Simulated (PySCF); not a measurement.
Al(F)(OH)(SMe) (CH4AlFOS), SMILES [S]([Al]([F])[OH])C. Atoms are numbered in the order given.

```xyz
9

Al     0.0134     0.8059     0.0000
F     -0.9498     2.1612     0.0000
O      1.7049     0.9265     0.0000
H      2.2260     1.7338     0.0000
S     -0.8844    -1.1584     0.0000
C      0.6426    -2.2088     0.0000
H      1.5547    -1.5991     0.0000
H      0.6247    -2.8433     0.8962
H      0.6247    -2.8433    -0.8962
```
Charge 0, spin multiplicity 1.

Geometry optimised at B3LYP-D3(BJ)/def2-SVP. The structure was generated by enumeration; whether it is a known compound was not checked. Other conformers were not sampled.

Computed with B3LYP-D3(BJ)/def2-SVP in PySCF.

Frequencies are harmonic and unscaled.

```tsv
mode	ν (cm⁻¹)	IR (km/mol)	Raman (Å⁴/amu)	depolarisation	moving atoms (share of kinetic energy)
1	53	0.9	0.3	0.75	H 55 %, S 17 %, C 14 %, F 10 %
2	89	0.5	0.5	0.75	H 57 %, C 15 %, F 12 %, O 8 %
3	135	1.7	0.8	0.75	C 31 %, O 26 %, H 16 %, F 15 %, Al 8 %
4	218	28.7	2.1	0.62	F 41 %, O 17 %, S 14 %, C 12 %, H 9 %
5	237	10.7	2.0	0.60	S 22 %, O 21 %, Al 17 %, F 14 %, H 14 %, C 11 %
6	246	19.1	2.1	0.75	Al 63 %, H 12 %, F 11 %, O 9 %
7	317	170.0	2.6	0.75	H 82 %, O 13 %
8	481	41.4	11.2	0.09	S 46 %, Al 23 %, H 12 %, O 10 %, F 9 %
9	552	125.1	5.0	0.19	H 66 %, O 26 %
10	685	7.5	13.1	0.34	C 60 %, S 31 %, H 8 %
11	827	191.5	1.9	0.32	Al 40 %, F 30 %, O 21 %
12	946	102.0	1.4	0.27	Al 50 %, O 26 %, F 21 %
13	966	5.9	2.6	0.75	H 85 %, C 14 %
14	989	5.1	3.8	0.72	H 83 %, C 14 %
15	1340	9.2	2.8	0.75	H 88 %, C 12 %
16	1461	5.2	17.9	0.72	H 96 %
17	1462	4.5	13.2	0.75	H 95 %
18	3055	22.2	137.6	0.03	H 98 %
19	3158	3.6	99.3	0.75	H 90 %, C 10 %
20	3173	0.3	44.9	0.70	H 90 %, C 10 %
21	3929	114.6	153.7	0.29	H 94 %
```
